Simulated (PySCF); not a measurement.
CH₂NS (SMILES N[C]=S), doublet, geometry from GFN2-xTB, with bond 3-2 at 1.8 times its length; SA2-CASSCF(5,4)/STO-3G (PySCF).

Here is a job for PySCF.
```python
from pyscf import gto, scf, mcscf
import numpy

mol = gto.Mole()
mol.atom = '''
    N    -1.582627   -0.009108    0.048672
    C    -0.367148   -0.486977    0.002191
    S     2.256592    0.686533   -0.056758
    H    -1.796559    0.985742    0.073947
    H    -2.369925   -0.639693    0.061135
'''
mol.basis = 'sto-3g'
mol.charge = 0
mol.spin = 1
mol.verbose = 4
mol.build()

mf = scf.ROHF(mol)
mf.kernel()
mc = mcscf.CASSCF(mf, 4, 5)
mc.fix_spin_(ss=0.75)
mc = mc.state_average_([0.5, 0.5])
mc.kernel()
```

**Question.** What does PySCF print? Leave out banner, timings and long lists.

**Answer.** 
```
PySCF version 2.14.0

[INPUT] verbose = 4
[INPUT] num. atoms = 5
[INPUT] num. electrons = 31
[INPUT] charge = 0
[INPUT] spin (= nelec alpha-beta = 2S) = 1
[INPUT] symmetry False subgroup None
[INPUT] Mole.unit = angstrom
[INPUT] Symbol           X                Y                Z      unit          X                Y                Z       unit  Magmom
[...]
nuclear repulsion = 64.4473702122448
number of shells = 13
number of NR pGTOs = 63
number of NR cGTOs = 21
basis = sto-3g
ecp = {}

******** <class 'pyscf.scf.rohf.ROHF'> ********
method = ROHF
initial guess = minao
damping factor = 0
level_shift factor = 0
DIIS = <class 'pyscf.scf.diis.CDIIS'>
diis_start_cycle = 1
diis_space = 8
diis_damp = 0
SCF conv_tol = 1e-09
SCF conv_tol_grad = None
SCF max_cycles = 50
direct_scf = True
direct_scf_tol = 1e-13
num. doubly occ = 15  num. singly occ = 1
Set gradient conv threshold to 3.16228e-05
init E= -484.791783808041
[...]
cycle= 1 E= -484.789787668702  delta_E= 0.002  |g|= 0.425  |ddm|= 2.09

WARN: HOMO 0.148057665646849 >= LUMO 0.14778463482824

cycle= 2 E= -481.890417852933  delta_E=  2.9  |g|= 0.994  |ddm|= 3.35
[...]
cycle= 3 E= -484.994060229169  delta_E= -3.1  |g|= 0.221  |ddm|= 3.21
[...]
cycle= 4 E= -485.051074361901  delta_E= -0.057  |g|= 0.168  |ddm|= 0.317
[...]
cycle= 5 E= -485.102244266803  delta_E= -0.0512  |g|= 0.141  |ddm|= 0.321
[...]
cycle= 6 E= -485.124224154369  delta_E= -0.022  |g|= 0.13  |ddm|= 0.149
[...]
cycle= 7 E= -485.203577566196  delta_E= -0.0794  |g|= 0.0603  |ddm|= 1.11
[...]
cycle= 8 E= -485.210191118893  delta_E= -0.00661  |g|= 0.0299  |ddm|= 0.334
[...]
cycle= 9 E= -485.205980083392  delta_E= 0.00421  |g|= 0.0452  |ddm|= 0.322
[...]
cycle= 10 E= -485.20458279307  delta_E= 0.0014  |g|= 0.0473  |ddm|= 0.467
[...]
cycle= 11 E= -485.21098001733  delta_E= -0.0064  |g|= 0.0243  |ddm|= 0.173
[...]
cycle= 12 E= -485.204808216266  delta_E= 0.00617  |g|= 0.0467  |ddm|= 0.169
[...]
cycle= 13 E= -485.205698437545  delta_E= -0.00089  |g|= 0.0457  |ddm|= 0.0298
[...]
cycle= 14 E= -485.207353272383  delta_E= -0.00165  |g|= 0.0389  |ddm|= 0.0397
[...]
cycle= 15 E= -485.212084985025  delta_E= -0.00473  |g|= 0.00284  |ddm|= 0.197
[...]
cycle= 16 E= -485.212084557344  delta_E= 4.28e-07  |g|= 0.00255  |ddm|= 0.00436
[...]
cycle= 17 E= -485.212101577511  delta_E= -1.7e-05  |g|= 0.000604  |ddm|= 0.0148
[...]
cycle= 18 E= -485.212102382134  delta_E= -8.05e-07  |g|= 0.000308  |ddm|= 0.00251
[...]
[...]
cycle= 22 E= -485.212105768183  delta_E= -8.91e-08  |g|= 4.87e-05  |ddm|= 0.0034
[...]
cycle= 23 E= -485.212105778988  delta_E= -1.08e-08  |g|= 5.6e-06  |ddm|= 0.000945
[...]
cycle= 24 E= -485.212105779045  delta_E= -5.68e-11  |g|= 1.73e-06  |ddm|= 4.16e-05
[...]
Extra cycle  E= -485.212105779049  delta_E= -3.98e-12  |g|= 7.95e-07  |ddm|= 6.31e-06
converged SCF energy = -485.212105779049

******** <class 'pyscf.mcscf.addons.StateAverageCASSCF'> ********
CAS (3e+2e, 4o), ncore = 13, nvir = 4
max_cycle_macro = 50
max_cycle_micro = 4
conv_tol = 1e-07
conv_tol_grad = None
orbital rotation max_stepsize = 0.02
orbital rotation threshold for CI restart = 0.01
augmented hessian ah_max_cycle = 30
augmented hessian ah_conv_tol = 1e-12
augmented hessian ah_linear dependence = 1e-14
augmented hessian ah_level shift = 1e-08
augmented hessian ah_start_tol = 2.5
augmented hessian ah_start_cycle = 3
augmented hessian ah_grad_trust_region = 3
kf_trust_region = 3
kf_interval = 4
ci_response_space = 4
ci_grad_trust_region = 3
with_dep4 0
natorb = False
canonicalization = True
sorting_mo_energy = False
ao2mo_level = 2
internal_rotation = False
******** <class 'pyscf.mcscf.addons.StateAverageSpinPenaltyFCISolver'> ********
max. cycles = 50
conv_tol = 1e-08
davidson only = True
linear dependence = 1e-12
level shift = 0.001
max iter space = 12
nroots = 2
pspace_size = 400
spin = None
State-average over 2 states with weights [0.5, 0.5]
CASCI E = -485.297011584063  S^2 = 0.7500000
Set conv_tol_grad to 0.000316228
macro iter   1 ( 10 JK    4 micro), CASSCF E = -485.299457984864  dE = -2.44640080e-03  S^2 = 0.7500000
               |grad[o]|=0.0432  |ddm|=0.0297  |maxRot[o]|=0.0652
macro iter   2 (  6 JK    2 micro), CASSCF E = -485.299461040607  dE = -3.05574360e-06  S^2 = 0.7500000
               |grad[o]|=0.00103  |ddm|=0.000368  |maxRot[o]|=0.00289
macro iter   3 (  3 JK    1 micro), CASSCF E = -485.299461043597  dE = -2.98939540e-09  S^2 = 0.7500000
               |grad[o]|=3.44e-05  |ddm|=1.11e-05  |maxRot[o]|=0.0001
1-step CASSCF converged in   3 macro ( 19 JK   7 micro) steps
CASSCF canonicalization
Density matrix diagonal elements [1.49955418 1.49995322 1.0538229  0.9466697 ]
CASSCF energy = -485.299461043597
CASCI E = -485.299461043597  E(CI) = -4.99595606117543  S^2 = 0.7500000
CASCI state-averaged energy = -485.299461043597
CASCI energy for each state
  State 0 weight 0.5  E = -485.299699843767 S^2 = 0.7500000
  State 1 weight 0.5  E = -485.299222243426 S^2 = 0.7500000
```
